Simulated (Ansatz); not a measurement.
Bond stretch in SMILES F[Te](F)(F)(F)(F)F (F₆Te), singlet. The Te1–F7 bond (Te1 also carries F, F, F, F, F; F7 carries nothing else) is varied alone, starting from the PBE0/def2-TZVP, def2 effective core potentials past Kr optimised geometry.

Levels: UKS-PBE0 = unrestricted PBE0/def2-TZVP, def2 effective core potentials past Kr run with Ansatz (an electronic-structure program); RKS-PBE0 = restricted PBE0/def2-TZVP, def2 effective core potentials past Kr in Ansatz; UKS-B3LYP = unrestricted B3LYP/def2-TZVP, def2 effective core potentials past Kr (Ansatz); RKS-B3LYP = restricted B3LYP/def2-TZVP, def2 effective core potentials past Kr (Ansatz); UKS-PBE = unrestricted PBE/def2-TZVP, def2 effective core potentials past Kr (Ansatz); RKS-PBE = Ansatz with restricted PBE/def2-TZVP, def2 effective core potentials past Kr.

Scanned distances (Å): 1.50, 1.63, 1.71, 1.79, 1.83, 1.86, 1.95, 2.05, 2.23, 2.44, 2.65, 2.99, 3.38, 3.87, 4.53, 5.27.

Q: Where does the unrestricted solution first break spin symmetry (<S²> of 0.01 or more)?

A: UKS-PBE0: between 2.44 and 2.65 Å; UKS-B3LYP: between 2.44 and 2.65 Å; UKS-PBE: between 2.65 and 2.99 Å.

```
R / Å  <S²> UKS-PBE0  E(RKS-PBE0) − E(UKS-PBE0) / kJ/mol  <S²> UKS-B3LYP  E(RKS-B3LYP) − E(UKS-B3LYP) / kJ/mol  <S²> UKS-PBE  E(RKS-PBE) − E(UKS-PBE) / kJ/mol
-----  -------------  ----------------------------------  --------------  ------------------------------------  ------------  --------------------------------
1.50            0.00                                 0.0            0.00                                   0.0          0.00                               0.0
1.63            0.00                                 0.0            0.00                                   0.0          0.00                               0.0
1.71            0.00                                 0.0            0.00                                   0.0          0.00                               0.0
1.79            0.00                                 0.0            0.00                                   0.0          0.00                               0.0
1.83            0.00                                 0.0            0.00                                   0.0          0.00                               0.0
1.86            0.00                                 0.0            0.00                                   0.0          0.00                               0.0
1.95            0.00                                 0.0            0.00                                   0.0          0.00                               0.0
2.05            0.00                                 0.0            0.00                                   0.0          0.00                               0.0
2.23            0.00                                 0.0            0.00                                   0.0          0.00                               0.0
2.44            0.00                                 0.0            0.00                                   0.0          0.00                               0.0
2.65            0.24                                 4.1            0.14                                   1.2          0.00                               0.0
2.99            0.64                                41.8            0.57                                  29.3          0.26                               3.2
3.38            0.85                                92.6            0.79                                  70.9          0.59                              22.2
3.87            0.97                               143.0            0.91                                 112.5          0.75                              44.5
4.53            1.01                               186.4            1.00                                 149.0          0.83                              62.3
5.27            1.01                               209.3            1.00                                 170.1          0.87                              72.0
```
